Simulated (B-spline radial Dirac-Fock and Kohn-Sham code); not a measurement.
Mn³⁺ 3s: cross section and angular parameters

System: Mn³⁺ in the configuration [Ar] 3d4; threshold 130.6 eV (orbital energy of the model). Model: Dirac-Hartree-Slater photoionisation with a Latter tail; cross sections with all multipoles, angular parameters from the dipole term and its interference with E2. Program: a radial finite-basis atomic code.

The run's input, task.json:

```json
{"items": [{
  "Z": 25,
  "q": 3,
  "cfg": [[1, 0, 2], [2, 0, 2], [2, 1, 6], [3, 0, 2], [3, 1, 6], [3, 2, 4]],
  "A": 55,
  "rrms": 3.7057,
  "do": "xps",
  "hv": [51.7, 57.3, 80, 96.1, 131.0, 150, 151.0, 174.0, 192.0, 203.0, 229.0, 280.0, 288.0, 430.0, 582.0, 662.0, 800, 1000, 1350.0, 1930.0, 2000, 2790.0, 3240.0, 5414.7, 5740.0, 7630.0, 8047.8, 12000, 12300.0, 13400.0]
}]}
```

Command: `python xray2_run.py task.json out`

For linearly polarised light dσ/dΩ = σ/(4π) [1 + β P₂(cos θ) + (δ + γ cos²θ) sin θ cos φ], with θ from the polarisation vector and φ the angle between the beam and the projection of the electron momentum on the plane normal to the polarisation.

```tsv
hν (eV)	σ (kb)	β	γ
150	311	1.999	0.256
151	309	1.999	0.257
174	277	1.999	0.266
192	252	1.999	0.264
203	236	1.999	0.255
229	205	1.999	0.232
280	158	1.999	0.182
288	152	1.999	0.175
430	84.9	1.999	0.059
582	?	?	?
662	41.7	2.000	-0.034
800	30.1	2.000	-0.053
1000	20.0	2.000	-0.051
1350	11.3	2.000	-0.004
1930	5.56	2.000	0.122
2000	5.17	2.000	0.139
2790	2.57	2.000	0.331
3240	1.86	2.000	0.438
5414.7	0.580	1.999	0.905
5740	0.506	1.999	0.967
7630	0.254	1.999	1.298
8047.8	0.223	1.999	1.365
12000	0.0807	1.999	1.918
12300	0.0757	1.999	1.955
13400	0.0605	1.999	2.088
```

Problem. Give the values at 582 eV.

Solution. σ = 51.8 kb, β = 2.000, γ = -0.013. For an s subshell δ is negligible.

Values without a named source are computed, but for edge energies of neutral atoms, which are taken from tables.
